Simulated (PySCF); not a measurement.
Species: selenacyclopentane, C₄H₈Se.
Numbering: `[CH2:1]1[CH2:2][CH2:3][Se:4][CH2:5]1` (hydrogens: H6, H7 on C1; H8, H9 on C2; H10, H11 on C3; H12, H13 on C5)

Cartesian coordinates in Å at the PBE0-D3(BJ)/def2-SVP level; atoms count from 1:
```xyz
13
C4H8Se angstrom
C     -0.7485   -0.7157   -0.1789
C      0.6714   -0.7033    0.3747
C      1.4257    0.4375   -0.2934
Se     0.1427    1.9245   -0.4323
C     -1.3268    0.6826   -0.0157
H     -1.3794   -1.4636    0.3291
H     -0.7230   -0.9825   -1.2489
H      0.6386   -0.5367    1.4646
H      1.1846   -1.6645    0.2071
H      2.2989    0.7686    0.2852
H      1.7584    0.1662   -1.3060
H     -2.1675    0.8797   -0.6949
H     -1.6594    0.8662    1.0166
```

Method: core-valence-separated Tamm–Dancoff BHandHLYP/aug-pcX-1 (pcseg-1 on H, def2-SVPD on Se) in PySCF, non-relativistic, gas phase, PBE0-D3(BJ)/def2-SVP geometry. Absolute energies from this functional tend to lie a few eV below measured edges; no shift was applied.

The lowest roots of each edge with f over 0.003 (five at most, numbered afresh; weaker and dark ones are left out), with transition dipoles (au) in the frame of the coordinates:

```csv
root,edge,E (eV),f,μx,μy,μz
1,C,284.72,0.0387,-0.0737,0.0097,0.0047
2,C,284.72,0.0659,0.0093,0.0948,-0.0194
3,C,285.65,0.0127,-0.0301,-0.0037,-0.0300
4,C,285.66,0.0169,0.0034,0.0481,-0.0095
5,C,286.15,0.0129,-0.0006,-0.0428,-0.0013
```

Molecules are fixed in this frame and the field points along (0, 1, 1)/√2. What effective strengths 3 f cos²θ do the roots have (θ between field and μ)?

root 1 (C3/C5): 0.002, root 2 (C3/C5): 0.059, root 3 (C1/C2): 0.012, root 4 (C1/C2): 0.016, root 5 (C1/C2): 0.020. Root 2 is the strongest. Averaged over all orientations cos²θ is 1/3, which gives f back. For degenerate partners only the sum has meaning, as the program may mix them freely.

 Relativistic effects, spin–orbit coupling among them, are left out although an element past zinc is present.

Rough CPU time on one thread of a shared machine: about 40 s.

One conformer stands for the species.
